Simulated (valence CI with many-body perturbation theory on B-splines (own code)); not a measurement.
The numbers below are computed, except where a source is named.
## Run record, Sb10+

Level of theory: configuration interaction combined with many-body perturbation theory (CI+MBPT): five valence electrons over a frozen Dirac-Fock core [Kr], a basis of 6 s, 6 p, 5 d, 5 f, 1 g functions for each j, with the one-electron correlation potential Σ1 (screened to all orders), the two-electron term Σ2, the three-electron term Σ3, Breit, model QED; selected single and double excitations, second order for the rest, scaled by the run's own slope (own B-spline code, finite nucleus).

Command, and the settings that its task file holds:

```sh
python run_cv.py task.json out
```

```
atom Sb  Z=51  mass_number=121  rms_radius_fm=4.6802
core [Kr]
valence 4d5
avg = 1
basis = S
breit = 1
cap = 10000
capref = 1200
cscale = 1
de = 0.0
dress = 0
eps = 2e-08
extrap = 1
h = 0.8
hh = 1
l2 = 3
lcore = 6
maxit = 60
n2 = 5
natural = 1
nlev = 20
nno = [3, 3, 3, 3, 1]
nroot = 26
nsp = [3, 3, 2, 2, 0]
pt2 = 1
qed = 1
rpa = 1
s1 = 1
s2 = 1
s3 = 1
screen = 1
tol = 2e-05
whole = 1
```

It took 74 s on 1 thread of Intel(R) Xeon(R) Platinum 8375C CPU @ 2.90GHz (Ice Lake) (shared host).

Log. The first blocks belong to the next ion, which gives the ionisation energy. Fields: 2J, parity (1 odd), roots, reference size, generating configurations, candidates as configurations/state functions, variational space P, stored matrix elements, Davidson steps; e2 is the range of second-order energies in hartree. The first line gives the box (bohr), its intervals, the orbitals and the steps of their self-consistent field. Window is the range of levels sought, series limit the energy at which the first omitted orbital would enter, core excitation an estimate of the first excitation out of the core, left out the lowest levels not solved, and shifts from estimates the range by which levels moved from their first estimate, all in cm⁻¹.

```
rmax 12.3 intervals 35 orbitals 40 references ['4d5', '4d4 5s', '4d4 5p', '4d4 4f'] scf 7 t 2.0
2J=0 par=0 roots 2 ref 7 generators 4 cand 499/990 P 505/997 nnz 0 it 0
2J=0 par=0 roots 2 ref 7 generators 18 cand 1215/2776 P 1720/3773 nnz 1.5e+06 it 6
   second order: generators 35 cand 9832/23775 e2 -0.00004 -0.00002
2J=2 par=0 roots 2 ref 11 generators 3 cand 194/957 P 201/968 nnz 0 it 0
2J=2 par=0 roots 2 ref 11 generators 20 cand 830/3953 P 1031/4921 nnz 4.5e+06 it 5
   second order: generators 42 cand 10626/69402 e2 -0.00019 -0.00010
2J=4 par=0 roots 2 ref 18 generators 4 cand 126/906 P 134/924 nnz 0 it 0
2J=4 par=0 roots 2 ref 18 generators 17 cand 607/4070 P 741/4994 nnz 5.2e+06 it 8
   second order: generators 37 cand 10676/100977 e2 -0.00053 -0.00021
reference levels 446, estimated 31, window 71748 1/cm; series limit 1199255, core excitation 524175
2J=5 par=0 roots 7 ref 24 generators 12 cand 61/841 P 247/3294 nnz 2.7e+06 it 5
2J=5 par=0 roots 7 ref 24 generators 18 cand 501/6284 P 748/9578 nnz 1.9e+07 it 9
   second order: generators 46 cand 20242/693545 e2 -0.00198 -0.00061
2J=7 par=0 roots 6 ref 20 generators 9 cand 68/964 P 248/3470 nnz 3e+06 it 5
2J=7 par=0 roots 6 ref 20 generators 17 cand 502/6530 P 750/10000 nnz 2.1e+07 it 7
   second order: generators 39 cand 19978/788291 e2 -0.00189 -0.00134
2J=11 par=0 roots 3 ref 7 generators 9 cand 83/951 P 317/3390 nnz 2.8e+06 it 5
2J=11 par=0 roots 3 ref 7 generators 14 cand 646/6348 P 963/9738 nnz 1.9e+07 it 7
   second order: generators 40 cand 21486/729055 e2 -0.00075 -0.00055
2J=9 par=0 roots 4 ref 14 generators 10 cand 66/965 P 274/3469 nnz 3e+06 it 4
2J=9 par=0 roots 4 ref 14 generators 18 cand 569/6474 P 843/9943 nnz 2.1e+07 it 8
   second order: generators 46 cand 20261/769336 e2 -0.00140 -0.00101
2J=3 par=0 roots 5 ref 19 generators 9 cand 85/963 P 311/3412 nnz 2.7e+06 it 5
2J=3 par=0 roots 5 ref 19 generators 14 cand 667/6561 P 978/9973 nnz 1.8e+07 it 8
   second order: generators 41 cand 20005/549892 e2 -0.00114 -0.00075
2J=1 par=0 roots 3 ref 13 generators 9 cand 158/979 P 581/3484 nnz 2.5e+06 it 5
2J=1 par=0 roots 3 ref 13 generators 15 cand 916/6433 P 1497/9917 nnz 1.4e+07 it 8
   second order: generators 31 cand 15310/236065 e2 -0.00037 -0.00026
2J=13 par=0 roots 1 ref 3 generators 3 cand 123/962 P 425/3503 nnz 2.9e+06 it 4
2J=13 par=0 roots 1 ref 3 generators 6 cand 755/6411 P 1180/9914 nnz 1.8e+07 it 6
   second order: generators 22 cand 18078/504252 e2 -0.00027 -0.00027
left out: unestimated 103201, estimated 85707, shifts from estimates -374 to 37
operators 2.0
```

The Davidson iterations converged. The settings are bad on purpose, so the numbers may not be properties of the ion.

No measured levels were compared; by estimate terms of the open shell hold to 2 to 4 % of their energy, and close levels can change places. Among the levels kept, up to 400 cm⁻¹ of a level comes from second order outside the variational space, and about a tenth of that is noise between levels of different J, which matters for small intervals. Only levels of the ground parity were solved; by the run's estimate the other parity begins above the list, which can be wrong where configurations are misplaced.

* Valence energy: -49.13839 hartree
* Ionisation energy: 215.31 eV (NIST: 214 ± 2.4 eV (theoretical))
* Reference configurations for the orbitals: 4d5, 4d4 5s, 4d4 5p, 4d4 4f
* Radial orbitals: 40
* Box radius: 12.27 bohr
* Largest variational space: 10000
* Lowest levels: 4d5 6S_5/2 0.0000, 4d5 4G_5/2 [a] 4.265, 4d5 4G_7/2 4.739, 4d5 4G_11/2 4.825, 4d5 4G_9/2 4.947, 4d5 4G_5/2 [b] 4.980, 4d5 4D_3/2 5.074, 4d5 4P_1/2 5.524, 4d5 4D_7/2 5.876, 4d5 4D_5/2 6.462, 4d5 4D_1/2 6.509, 4d5 4P_3/2 6.764, 4d5 2I_11/2 6.857, 4d5 2I_13/2 7.303 eV

Names give the largest LS component (configuration and term), which can be under half, so a name can repeat, a term be missing and a line seem to break the LS rules; names also repeat where a configuration has a term twice. Letters in brackets count levels of one name in rising energy.
